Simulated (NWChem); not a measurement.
CH$_{5}$GaO$_{2}$; SMILES [OH][GaH][O]C

```xyz
9

Ga    -0.3872     0.5490     0.0000
H     -1.6657     1.4243     0.0000
O      1.3020     1.1236     0.0000
H      1.4044     2.0800     0.0000
O     -0.5169    -1.2188     0.0000
C      0.5651    -2.1065     0.0000
H      0.5228    -2.7604     0.8898
H      0.5228    -2.7604    -0.8898
H      1.5475    -1.6006     0.0000
```
Atoms are numbered in this order, from 1.

Results from NWChem. Structure relaxed at the PBE0/def2-SVP level. Ions are spin-unrestricted doublets at the neutral geometry; other ion states weren't tried.

Estimate the computed values for PBE/def2-SVP. Quantities: vertical ionisation energy, ΔSCF (eV); −ε(HOMO) (eV).


```
Property                               Result
-------------------------------------  ------
vertical ionisation energy, ΔSCF (eV)    9.49
−ε(HOMO) (eV)                            6.05
```
